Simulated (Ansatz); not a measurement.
The molecule CsSr, multiplicity 2 (lowest of 2S+1 = 2, 4 at CCSD(T)/def2-TZVPP on PBE0 minima; our sources give no spin for the ground state, which may be another). No spin–orbit coupling.

Constants: fifth-degree fit in 1/R to seven points, most abundant isotopes. In def2 and cc sets the state is the lowest found near the PBE0 minimum, followed along R.

The values were computed with Ansatz (a program for electronic structure).  In def2 rows elements past Kr take small-core potentials, without spin–orbit coupling.

Energies at SVWN5/def2-TZVPP:

| R (Å) | E (hartree) |
|---|---|
| 4.567167 | -50.66029305 |
| 4.689941 | -50.66043067 |
| 4.802892 | -50.66038790 |
| 4.930576 | -50.66019245 |
| 5.058261 | -50.65988322 |
| 5.205589 | -50.65943088 |
| 5.377471 | -50.65882644 |

**Question.** With a reduced mass of 52.9101 u, find the minimum, the force constant and the constants.

**Answer.** A fifth-degree polynomial in 1/R puts the minimum at r_e = 4.7123 Å with force constant 5.21 N/m. Then ω_e = (1/2πc)√(k/μ) = 41 cm⁻¹ and B_e = h/(8π²cμr_e²) = 0.01435 cm⁻¹; the cubic and quartic terms give α_e = 7.9e-5 and ω_e x_e = 0.20 cm⁻¹.
